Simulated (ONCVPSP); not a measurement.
# Potentials for germanium compared

Generated with ld1.x 7.5 (TM, RRKJ, ultrasoft, PAW), atompaw 4.2 or ONCVPSP 4.0.1. The cutoff is in Ry: for ld1.x and atompaw files where the sum of valence levels is converged to 10 mRy in a Bessel basis, for ONCV files where the hardest occupied wave has 1 mHa per electron of residual kinetic energy. The error is the largest all-electron minus pseudo excitation energy over each file’s own four to seven test configurations (ionisations up to +4, promotions, holes and added fractions of an electron), all of which were solved. The labels leave out finer settings (local radius, basis sizes, second energies), which also bear on the numbers. Spin-polarised tests are not counted. The rows are a selection from randomly drawn settings: files with unsolved tests, undetermined cutoffs or missed reference levels are left out.

A true bound ghost makes a file unfit for plane-wave use even where its test errors are small: the radial tests pick states by their node count and pass the ghost by.

| potential | cutoff (Ry) | largest error (meV) | bound ghosts |
| --- | --- | --- | --- |
| ONCV, Wu-Cohen, fully relativistic, rc 1.20/1.00/1.00 (spd), local smoothed, core correction yes, reference 3s2 3p6 3d10 4s2 4p2, qcut 8.1/11.9/16.5, projectors 2/3/2 | 213 | +3.4 | none |
| ONCV, PBEsol, scalar-relativistic, rc 0.90/0.90/1.10 (spd), local smoothed, core correction no, reference 3s2 3p6 3d10 4s2 4p2, qcut 17.7/15.8/14.8, projectors 2/2/1 | 212 | -2.8 | none |
| ONCV, PBE, scalar-relativistic, rc 1.00/1.10/1.10/1.00 (spdf), local smoothed, core correction yes, reference 3s2 3p6 3d10 4s2 4p2, qcut 15.8/13/14.2/9.8, projectors 3/2/2/2 | 167 | -4.2 | none |
| ONCV, PBE, scalar-relativistic, rc 1.40/1.80 (sp), local smoothed, core correction no, reference 4s2 4p2, qcut 5.4/4.1, projectors 3/2 | 33 | +68 | s |
| ONCV, PBE, scalar-relativistic, rc 1.60/1.65/1.10/1.45 (spdf), local smoothed, core correction yes, reference 3d10 4s2, qcut 5.1/5.4/11.5/7.9, projectors 2/1/1/1 | 162 | -362 | s |

**Question.** Fill in the row for Ge: ONCV, revPBE, fully relativistic, rc 1.00/1.05/0.70 (spd), local smoothed, core correction yes, reference 3s2 3p6 3d10 4s1, qcut 14.6/12.4/25, projectors 2/1/2.

**Answer.** cutoff 425 Ry, largest error +120 meV, bound ghosts: none.
